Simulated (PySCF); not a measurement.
# Whose spectrum? (rocksalt chalcogenide)

All values: TDDFT PBE0/6-31G*, gas phase, PySCF SCF with an in-house response code, fitting set def2-universal-JFIT up to Ne and JKFIT beyond, grid level 1 (kernel 0), vertical, one conformer each, geometries GFN2-xTB; core orbitals frozen in the response, virtual orbitals above 1.5 Eh left out. The lowest 6 singlets were sought, and the brightest is taken among them. The runs took 5 to 60 CPU minutes each on shared server CPUs.

One system has its HOMO at -6.25 eV, its LUMO at -2.39 eV and these singlet states:

```
state    eV      f
   S1  3.11  0.043
   S2  3.11  0.043
   S3  3.40  0.011
   S4  3.40  0.000
   S5  3.57  0.000
   S6  3.58  0.001
```

(1) Which is it?
A. 2x2x7 MgS rock-salt block (Mg14S14)
B. 2x2x4 MgS rock-salt block (Mg8S8)
C. 2x3x3 MgS rock-salt block (Mg9S9)
D. 2x2x8 MgS rock-salt block (Mg16S16)

(2) How do the candidates compare?

Answers

(1) C.

(2) 
| system | HOMO / eV | LUMO / eV | S1 / eV | f(S1) | brightest state sought / eV |
| --- | --- | --- | --- | --- | --- |
| 2x2x4 MgS rock-salt block | -6.64 | -2.28 | 3.49 | 0.000 | 3.51 |
| 2x2x7 MgS rock-salt block | -6.67 | -2.26 | 3.60 | 0.001 | 3.60 |
| 2x2x8 MgS rock-salt block | -6.70 | -2.27 | 3.58 | 0.014 | 3.58 |
| 2x3x3 MgS rock-salt block | -6.25 | -2.39 | 3.11 | 0.043 | 3.11 |
